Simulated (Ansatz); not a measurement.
Ga3N3H12, a cluster cut from wurtzite GaN (hydrogen-capped), relaxed as a singlet with RKS PBE0-D4/def2-SVP in Ansatz, starting from the GFN2-xTB geometry. Force threshold 0.02 eV/Å.

Start:

```xyz
18

Ga   -1.632   -0.666    0.918
Ga   -0.192    1.651   -1.087
Ga    1.282   -1.366   -0.661
N    -1.164    1.257    0.618
N     0.183   -1.507    1.010
N     1.507    0.617   -0.829
H    -2.047    1.778    0.581
H    -0.668    1.650    1.425
H    -2.191   -0.726    2.368
H    -2.416   -1.219   -0.279
H     0.707   -1.170    1.826
H     0.041   -2.506    1.192
H     0.224    3.146   -0.977
H    -0.975    1.113   -2.291
H     2.048    0.994   -0.043
H     2.095    0.789   -1.652
H     0.512   -1.927   -1.862
H     2.685   -1.908   -0.258
```

(1) Estimate the energy that the relaxation releases and the steps that it takes.

(2) Does the start keep its bonding and symmetry?

(3) Predict the relaxed structure.

Answers

(1) 2.6 kcal/mol, in 5 steps; 30 s on 4 threads of Arm Neoverse V2 on a shared host. No frequencies were taken in this run, so the end may be a saddle point.

(2) By distances, no bond broke or formed. The bond that changes most is Ga3–H17, from 1.53 to 1.57 Å (atoms count from 1). The end is the same structure that another start reached. Point group C3v at the start, C3v at the end, both within 0.05 Å.

(3) 
```xyz
18

Ga   -1.6521   -0.6639    0.9959
Ga   -0.1622    1.7292   -1.0705
Ga    1.3577   -1.3876   -0.6275
N    -1.1913    1.2477    0.5860
N     0.1615   -1.5273    0.9801
N     1.4880    0.6031   -0.8612
H    -2.0907    1.7263    0.4918
H    -0.7662    1.6888    1.4034
H    -2.1508   -0.6939    2.4962
H    -2.4702   -1.2346   -0.2144
H     0.6777   -1.2737    1.8243
H    -0.0168   -2.5282    1.0958
H     0.2950    3.2327   -0.8940
H    -0.9604    1.1923   -2.3091
H     2.0951    1.0013   -0.1426
H     2.0160    0.7375   -1.7272
H     0.5817   -1.9696   -1.8599
H     2.7881   -1.8801   -0.1670
```
Bond lengths (bridged metal pairs left out): 6 × Ga–N 2.01 Å; 6 × H–N 1.02 Å; 6 × Ga–H 1.57 to 1.58 Å.
